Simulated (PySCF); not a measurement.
A structure optimised at TPSSh-D3(BJ)/def2-SVP, used in a PySCF frequency run:

```
C
C 1 1.3485
H 2 1.0978 1 122.96
H 2 1.0982 3 115.03 1 180.00
H 1 1.0989 2 117.09 3 0.00
Al 1 1.9375 5 123.80 2 180.00
F 6 1.6733 1 120.37 5 0.00
H 6 1.5774 7 117.62 1 180.00
```
Charge 0, spin multiplicity 1.

Problem. Write its SMILES, formula and point group.

Solution. C=[CH][AlH][F], C2H4AlF, Cs

Problem. What are its rotational constants (standard atomic weights)?

Solution. 25.177, 2.8054, 2.5241 GHz
